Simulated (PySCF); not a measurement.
C₉H₁₈N (charge +1).
SMILES with atom numbers: `[CH2:1]=[CH:2][C@@H:3]1[CH2:4][CH2:5][CH2:6][N+:7]([CH3:8])([CH3:9])[CH2:10]1` (hydrogens: H11, H12 on C1; H13 on C2; H14 on C3; H15, H16 on C4; H17, H18 on C5; H19, H20 on C6; H21, H22, H23 on C8; H24, H25, H26 on C9; H27, H28 on C10)

Computed, not measured: PBE0-D3(BJ)/def2-SVP geometry optimisation, gas phase in PySCF.

Task: What internal coordinates does the optimisation give?

Result: 
| bond | length (Å) |
| --- | --- |
| C1=C2 | 1.332 |
| C2–C3 | 1.503 |
| C3–C4 | 1.531 |
| C4–C5 | 1.522 |
| C5–C6 | 1.514 |
| C6–N7 | 1.511 |
| N7–C8 | 1.489 |
| N7–C9 | 1.488 |
| N7–C10 | 1.511 |
| C3–C10 | 1.525 |
| C1–H11 | 1.092 |
| C1–H12 | 1.095 |
| C2–H13 | 1.098 |
| C3–H14 | 1.104 |
| C4–H15 | 1.099 |
| C4–H16 | 1.104 |
| C5–H17 | 1.101 |
| C5–H18 | 1.102 |
| C6–H19 | 1.099 |
| C6–H20 | 1.100 |
| C8–H21, C8–H22, C8–H23 | 1.096 |
| C9–H24, C9–H25, C9–H26 | 1.097 |
| C10–H27 | 1.101 |
| C10–H28 | 1.099 |

Bonds in one row agree within 0.01 Å and their mean is given. A selection of angles:
| angle | degrees |
| --- | --- |
| C1–C2–C3 | 124.6 |
| C2–C3–C4 | 112.2 |
| C2–C3–C10 | 108.4 |
| C4–C3–C10 | 110.2 |
| C3–C4–C5 | 111.4 |
| C4–C5–C6 | 111.5 |
| C5–C6–N7 | 113.0 |
| C6–N7–C8 | 110.7 |
| C6–N7–C9 | 108.8 |
| C6–N7–C10 | 109.6 |
| C8–N7–C9 | 108.4 |
| C8–N7–C10 | 110.6 |
| C9–N7–C10 | 108.7 |
| C3–C10–N7 | 114.2 |

Dihedral angles: C1–C2–C3–C4 -120° (anticlinal); C2–C3–C4–C5 -174° (antiperiplanar); C3–C4–C5–C6 54° (synclinal); C4–C5–C6–N7 -56° (synclinal); C5–C6–N7–C8 -68° (synclinal); C6–N7–C10–C3 -54° (synclinal); C2–C3–C10–N7 177° (antiperiplanar).

C1 (terminal =CH2 carbon) is planar (angles 121.9°, 121.1° and 117.0°, sum 360.0°, 0.00 Å off the plane of its three neighbours). Of the pairs four or more bonds apart, H14···H21 is among the closest relative to their van der Waals radii: 2.18 Å, 91 % of the sum of Bondi's values. The C–N distances run from 1.488 Å (N7–C9, drawn single) to 1.511 Å (N7–C10, drawn single), a spread of 0.023 Å. The 6 C–C bonds span 1.332 Å (C1=C2, drawn double) to 1.531 Å (C3–C4, drawn single), a spread of 0.199 Å. C2 (alkene CH carbon) is planar (angles 124.6°, 119.5° and 115.9°, sum 360.0°, 0.01 Å off the plane of its three neighbours). N7 (ammonium nitrogen) is tetrahedral (angles from 108.4° to 110.7°). The 6-membered ring C3–C4–C5–C6–N7–C10 has internal angles of 109.6° to 114.2°; it is puckered, 0.22 Å rms from its mean plane, widest ring torsion 56°.

Point group: C1 (no symmetry element, even within 0.4 Å). No frequency check.

Hardware: an Arm Neoverse V2 with one thread (shared host). Cost: 2.8 min, 1.0 GiB resident at most. That covers the optimisation of the geometry.

One conformer stands for the species.
